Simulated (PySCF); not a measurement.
# Exercise with solution: entropy of an ideal gas

BH3, SMILES B.

Coordinates come from a PBE0-D3(BJ)/def2-TZVPD optimisation. The isomer is the one that the SMILES or the coordinates give; other isomers of the formula were not compared.

PBE0-D3(BJ)/def2-TZVPD run with PySCF gives the harmonic wavenumbers 1147, 1189, 1189, 2555, 2695, 2695 cm⁻¹ and the rotational temperatures 11.2614, 11.2614, 5.6307 K. The molar mass is 13.83 g/mol, the symmetry number 6, the spin multiplicity 1.

Question: Work out the entropy at 298.15 K and 1 atm in the rigid-rotor, harmonic-oscillator model.

Answer: 
Translation (Sackur–Tetrode at 1 atm): S = R[1.5 ln M + 2.5 ln T − 1.16487] = 141.5 J/(mol K).
Rotation: q = (√π/σ) T^1.5/√(θA θB θC) = 56.9, S = R[ln q + 3/2] = 46.1 J/(mol K).
Vibration: with u = 1.4388 ν/T, each mode gives R[u/(e^u − 1) − ln(1 − e^−u)]:
```
ν (cm⁻¹)  modes     u  S (J/(mol K))
--------  -----  ----  -------------
1147          1  5.54           0.22
1189          2  5.74           0.36
```
The stiffer modes add less than 0.005 each. Sum 0.6 J/(mol K).
Spin: R ln 1 = 0.0 J/(mol K).
Total 188.2 J/(mol K); the program's own thermochemistry gives 188.2. Translation makes up 75 % and vibration 0 %. Anharmonicity, hindered rotation and orbital degeneracy are left out.
